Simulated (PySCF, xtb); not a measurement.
GeO₂, SMILES [Ge](=[O])=[O].

Harmonic wavenumbers (cm⁻¹) from GFN2-xTB run with xtb at its own minimum, in rising order: 170, 170, 857, 1023.

Question: What does PBE-D3(BJ)/def2-TZVP (PySCF) give at its own minimum? (An estimate is asked for; the answer gives what the named calculation found.)

Answer: 200, 200, 863, 1044. Paired by order, the mean absolute difference is 21 cm⁻¹ and the zero-point energies are 3.2 and 3.3 kcal/mol.
